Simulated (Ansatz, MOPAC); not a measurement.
System: CAuO (charge +1, singlet). SMILES: [C-](#[O+])->[Au+]

Atoms: Au1, O2, C3. Bonds: Au1-C3, O2-C3.

Bond lengths (Å) and angles (degrees) optimised at PM6 with MOPAC; PM7 with MOPAC; HF/6-31G* with LANL2DZ past Ar with Ansatz (an electronic-structure program); PBE/6-31G* with LANL2DZ past Ar with Ansatz; B3LYP/6-31G* with LANL2DZ past Ar with Ansatz; MP2/6-31G* with LANL2DZ past Ar with Ansatz, each started from the B3LYP-D3(BJ)/def2-TZVP structure (Ansatz) of the last column. A row stands for all coordinates that are equal there. 6-31G* holds six Cartesian d functions. No wavenumbers were computed at PBE/6-31G* with LANL2DZ past Ar, MP2/6-31G* with LANL2DZ past Ar, so these may be saddle points.

| coordinate | PM6 | PM7 | HF/6-31G* with LANL2DZ past Ar | PBE/6-31G* with LANL2DZ past Ar | B3LYP/6-31G* with LANL2DZ past Ar | MP2/6-31G* with LANL2DZ past Ar | B3LYP-D3(BJ)/def2-TZVP |
|---|---|---|---|---|---|---|---|
| Au1-C3 | 2.127 | 2.074 | 2.155 | 1.901 | 1.949 | 2.006 | 1.952 |
| O2-C3 | 1.123 | 1.132 | 1.099 | 1.140 | 1.127 | 1.142 | 1.115 |
| Au1-C3-O2 | 180.0 | 180.0 | 180.0 | 180.0 | 180.0 | 180.0 | 180.0 |

Mean signed difference of all 2 bond lengths from B3LYP-D3(BJ)/def2-TZVP: PM6 0.091 Å, PM7 0.069 Å, HF/6-31G* with LANL2DZ past Ar 0.094 Å, PBE/6-31G* with LANL2DZ past Ar -0.012 Å, B3LYP/6-31G* with LANL2DZ past Ar 0.004 Å, MP2/6-31G* with LANL2DZ past Ar 0.040 Å.
